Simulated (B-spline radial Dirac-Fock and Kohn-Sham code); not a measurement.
## Radiative decay of the L2 hole in Mn⁶⁺

System: the Mn⁶⁺ ion, [Ar] 3d1.

Calculated with an atomic code on a B-spline grid, using one-electron (LDA, Dirac) transition rates at Dirac-Fock energies.

| line | multipole | energy (eV) | width (meV) | share (%) |
| --- | --- | --- | --- | --- |
| Lη (L2-M1) | E1 | 580.1 | 0.163 | 27.8 |
| L2-M3 | E2 | 620.8 | 0.000308 | 0.0526 |
| Lβ1 (L2-M4) | E1 | 671.1 | 0.422 | 72.1 |

The listed lines hold 100.0 % of the radiative rate. The radiative width is 0.000586 eV in the length form and 0.000621 eV in the velocity form; the two differ because the transition energies are not eigenvalue differences of the potential that gave the orbitals.
